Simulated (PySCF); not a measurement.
SMILES C[O][Ge]([O]C)[O]C (C3H9GeO3), doublet (GFN2-xTB optimised geometry):

```
16

C     -0.474    -3.262    -2.483
O     -1.047    -2.230    -1.734
Ge    -0.652    -1.738     0.000
O     -1.047     0.065     0.000
C     -2.178     0.695    -0.527
O      1.193    -1.738     0.000
C      2.051    -0.967     0.790
H      0.600    -3.346    -2.308
H     -0.957    -4.220    -2.270
H     -0.643    -3.015    -3.537
H     -2.494     0.245    -1.470
H     -3.009     0.676     0.185
H     -1.900     1.738    -0.710
H      2.213    -1.432     1.767
H      3.009    -0.925     0.262
H      1.678     0.050     0.925
```

Level of theory: PySCF with unrestricted PBE0/def2-TZVP.

### Question
What are the frontier orbital energies (α orbitals alone; a β orbital can be the lowest empty one) and the dipole moment?

### Answer
HOMO-2 -7.90 eV, HOMO-1 -7.89 eV, HOMO -6.64 eV, LUMO 0.65 eV, LUMO+1 0.66 eV; dipole moment 0.73 D.

On the same geometry unrestricted PBE/def2-TZVP run with PySCF gives HOMO-2 -6.28 eV, HOMO-1 -6.28 eV, HOMO -5.25 eV, LUMO -0.11 eV, LUMO+1 -0.11 eV; dipole moment 0.39 D.

Meta-Löwdin charges at PBE0/def2-TZVP: C1 -0.12, O2 -0.56, Ge3 1.03, O4 -0.56, C5 -0.12, O6 -0.56, C7 -0.12, H8 0.11, H9 0.11, H10 0.12, H11 0.11, H12 0.11, H13 0.12, H14 0.11, H15 0.12, H16 0.11.
